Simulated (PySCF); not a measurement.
Electronic structure of Ca (calcium, neutral) at the r2SCAN level

Configuration: [Ar] 3d2, high-spin 3F determinant (an excited configuration). Calculation: PySCF 2.14, in x2c-QZVPPall (11s7p4d3f, 73 functions); the spin-free X2C one-electron Hamiltonian (Gaussian nucleus).

* Total energy: -680.265 hartree
* One-electron energy: -933.124 hartree
* Hartree (Coulomb) energy: 289.282 hartree
* Exchange-correlation energy: -36.422 hartree
* ⟨S²⟩: 2.0008
* ⟨L²⟩: 12.007
* Sum of ⟨r⟩: 20.16 bohr
* Sum of ⟨r²⟩: 51.38 bohr²
* Traceless quadrupole moment −½Σ⟨3z² − r²⟩ along its main axis: 0.0303 e·bohr²
* Langevin diamagnetic susceptibility: -40.7 ×10⁻⁶ cm³/mol
* Time after the integrals: about 5 core-seconds

| shell | electrons | mean orbital energy (hartree) | spread (hartree) | rms radius, mean of both spins (bohr) |
| --- | --- | --- | --- | --- |
| 1s β | 1 | -145.57595 | 0 | 0.0889 |
| 1s α | 1 | -145.57522 | 0 | 0.0889 |
| 2s α | 1 | -15.30985 | 0 | 0.395 |
| 2s β | 1 | -15.30373 | 0 | 0.395 |
| 2p α | 3 | -12.29905 | 0 | 0.364 |
| 2p β | 3 | -12.29451 | 0.00002 | 0.364 |
| 3s α | 1 | -1.66402 | 0 | 1.26 |
| 3s β | 1 | -1.63875 | 0 | 1.26 |
| 3p α | 3 | -0.94112 | 0.00002 | 1.41 |
| 3p β | 3 | -0.91256 | 0.00010 | 1.41 |
| 3d α | 2 | -0.02869 | 0.00017 | 4.19 |

Densities and radii are taken from the X2C orbitals without a picture-change correction, which distorts them close to the nucleus.
